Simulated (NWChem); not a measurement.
## Atomisation of ethylenediamine (C2H8N2)

```xyz
12

N      0.2796    -1.8507    -0.0520
C     -0.4713    -0.6008    -0.0333
C      0.4713     0.6008    -0.0333
N     -0.2796     1.8507    -0.0520
H     -0.3500    -2.6449    -0.1618
H      0.7579    -1.9919     0.8391
H     -1.1732    -0.4992     0.8271
H     -1.0952    -0.5445    -0.9404
H      1.0952     0.5445    -0.9404
H      1.1732     0.4992     0.8271
H      0.3500     2.6449    -0.1618
H     -0.7579     1.9919     0.8391
```
Charge 0, spin multiplicity 1.

The numbers come from NWChem runs, not from measurements. All single points use one geometry, from B3LYP/def2-SVP, a minimum by its harmonic frequencies. It is one conformer; others weren't searched.

Basis set: def2-TZVP. The atomisation energy is electronic alone: no zero-point, thermal, spin-orbit or counterpoise terms. No value is extrapolated to the basis-set limit. Free atoms are single determinants with multiplicities N 4, C 3, H 2. Correlated methods freeze the same cores in atoms and molecule, 4 orbitals in all.

B3LYP has NWChem's definition, with VWN1-RPA local correlation. The stability of the SCF solutions was not checked. Open-shell Hartree-Fock references start from PBE0 orbitals.

Question: Order these methods by the atomisation energy they give, lowest first: BP86, PBE, LDA (SVWN5), MP2, HF, LC-wPBE (omega 0.3 per bohr).

Answer: HF (727.8 kcal/mol), MP2 (1004.1 kcal/mol), LC-wPBE (omega 0.3 per bohr) (1049.5 kcal/mol), PBE (1060.9 kcal/mol), BP86 (1076.1 kcal/mol), LDA (SVWN5) (1195.3 kcal/mol)
